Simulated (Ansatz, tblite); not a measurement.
Removing an electron: [VO2(OH)2]- (VO4H2⁻). Charge -1, multiplicity 1. Geometry: PBE-D4/def2-SVPD. Ansatz, gas phase; energy differences of separate SCF runs; the oxidised species was run as a doublet alone.

```
atom   x (Å)   y (Å)   z (Å)
  V1   0.142   0.354  -0.045
  O2  -0.598   1.529  -0.905
  O3   1.556   0.853   0.604
  O4   0.485  -1.098  -1.165
  H5   1.330  -1.506  -0.908
  O6  -1.001  -0.185   1.327
  H7  -1.915   0.052   1.091
```

The xTB rows come from tblite.

(1) Estimate orbital energies and vertical ionisation energies at: GFN1-xTB; GFN2-xTB; PBE-D4/def2-TZVPD; r2SCAN-D4/def2-TZVPD; PBE0-D4/def2-TZVPD.

## Answers

(1) 
| level | −HOMO (eV) | vertical IE (eV) | −LUMO (eV) | HOMO–LUMO gap (eV) | remarks |
| --- | --- | --- | --- | --- | --- |
| GFN1-xTB | 7.82 | 11.70 | 4.58 | 3.24 | – |
| GFN2-xTB | 6.26 | 9.96 | 3.15 | 3.11 | – |
| PBE-D4/def2-TZVPD | 1.25 | 4.51 | -2.53 | 3.78 | restricted SCF unstable in HF (-1 singlet) |
| r2SCAN-D4/def2-TZVPD | 1.55 | 4.59 | -2.58 | 4.13 | restricted SCF unstable in HF (-1 singlet) |
| PBE0-D4/def2-TZVPD | 2.82 | 4.73 | -3.38 | 6.20 | restricted SCF unstable in HF (-1 singlet), spin-contaminated (⟨S²⟩ 0.83) (doublet) |

Run but left out: HF/def2-SVPD, MP2/def2-SVPD, CCSD/def2-SVPD, CCSD(T)/def2-SVPD (singlet: restricted singlet, unstable towards broken spin symmetry).  Raw xTB energy differences between charge states are shifted by several eV; the methods need an empirical correction for them.
